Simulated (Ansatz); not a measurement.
Molecule: RhB (charge 0, singlet). SMILES: [B][Rh]
Geometry: optimised at B3LYP-D3(BJ)/def2-TZVP (Ansatz, a quantum-chemistry and plane-wave program).

Parts of the frozen-core correlation energy in def2-SVP (Ansatz, hartree). Frozen orbitals: 5; correlated occupied orbitals by spin: 6 and 6; virtual: 34 and 34. Spin-orbit coupling is left out. Past Kr the def2 sets carry scalar-relativistic core potentials. The restricted reference is unstable.

```tsv
term	value
reference (HF)	-134.24279
MP2 opposite-spin	?
MP2 same-spin	?
CCSD correlation	?
(T)	-0.02538
CCSDT minus CCSD(T)	0.00099
T1 diagnostic	0.034
largest doubles amplitude	0.054
```

Question: Some entries are withheld; supply them.

Answer: 
- MP2 opposite-spin, value: -0.24295
- MP2 same-spin, value: -0.12723
- CCSD correlation, value: -0.33552
